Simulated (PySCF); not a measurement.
# Spin–orbit doublets of 2p levels

FGeH7Si2.
Atom-mapped SMILES: `[F:1][Si@@H:2]([SiH3:3])[GeH3:4]`

Computed with PySCF, delta-SCF UKS SCAN, pcX-2 on the ionised atom, pcseg-1 elsewhere, spin-free X2C. These are vertical core ionisation energies against the vacuum level, from separate self-consistent calculations with and without the core hole. Spin–orbit coupling isn't in the SCF: each 2p doublet comes from a relaxed spin-free hole plus a matrix of the shell (mean-field spin–orbit coupling and the ground-state 2p splitting), with 2p3/2 averaged over its two sublevels. The splitting includes the ligand field, and 2p3/2 is the mean of two sublevels.

```csv
atom,mean of the 2p shell (eV),splitting (eV)
Si2,107.699,0.627
Si3,106.937,0.623
```

Problem. Where do the two lines of each doublet lie?

Solution. 2p3/2 = mean − splitting/3 and 2p1/2 = mean + 2 × splitting/3:

| atom | environment | 2p3/2 (eV) | 2p1/2 (eV) |
| --- | --- | --- | --- |
| Si2 | fluorine-bound silicon | 107.49 | 108.12 |
| Si3 | SiH3 silicon | 106.73 | 107.35 |

Problem. What are the 1s binding energies of the same atoms?

Solution. Si2 1847.31 eV; Si3 1846.42 eV.

Problem. Which Kα1 and Kα2 emission energies and wavelengths follow?

Solution. The photon carries the difference of the 1s-hole and 2p-hole states, both at the ground state's geometry; λ = 12398.42 eV Å/E.

```csv
atom,Kα1 (eV),Kα2 (eV),λ(Kα1) (Å),λ(Kα2) (Å)
Si2,1739.82,1739.19,7.1263,7.1288
Si3,1739.69,1739.07,7.1268,7.1293
```

Over the 2 silicon sites the 1s value ranges over 0.89 eV, 2p3/2 over 0.76 eV and Kα1, their difference, over 0.13 eV.

Problem. And the 1s levels of the other atoms?

Solution. F1 (silicon-bound fluorine) 691.93 eV.

No level of germanium is listed. Geometry: PBE0-D3(BJ)/def2-SVP; no solvent, vibrations or thermal averaging.

Hardware: one thread of an x86-64 server, on a shared host. Cost: 28 s wall.
